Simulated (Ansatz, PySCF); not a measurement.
Bond stretch in GeH, doublet.

Levels of theory: UKS-LDA (SVWN5)/6-31G* = unrestricted LDA (SVWN5)/6-31G*, spherical d in PySCF; UKS-PBE = unrestricted PBE/cc-pVDZ run with Ansatz (a first-principles code); FCI = full CI/cc-pVDZ, cores with 3d frozen (Ansatz).

Energies relative to the lowest point of each curve near equilibrium, in kcal/mol:

| R / Å | UKS-LDA (SVWN5)/6-31G* | UKS-PBE |
|---|---|---|
| 1.19 | 52.4 | 52.6 |
| 1.42 | 7.8 | 8.0 |
| 1.52 | 1.7 | 1.8 |
| 1.55 | 0.8 | 0.9 |
| 1.69 | 0.6 | 0.5 |
| 1.77 | 2.6 | 2.4 |
| 3.21 | 65.4 | 60.3 |
| 3.59 | 70.8 | 64.0 |
| 3.88 | 73.0 | 65.3 |
| 4.82 | 75.5 | 66.2 |
| 5.69 | 75.9 | 66.3 |
| 6.43 | 75.9 | 66.3 |

Problem. Predict the corresponding FCI column.

Solution. 1.19: 52.1; 1.42: 7.2; 1.52: 1.4; 1.55: 0.6; 1.69: 0.9; 1.77: 3.1; 3.21: 57.1; 3.59: 60.2; 3.88: 61.2; 4.82: 62.0; 5.69: 62.1; 6.43: 62.1 (kcal/mol).

The unrestricted determinant behind UKS-LDA (SVWN5)/6-31G*, UKS-PBE is spin-contaminated at 2.83 to 6.43 Å (<S²> up to 1.8, against 0.75 for a pure doublet).
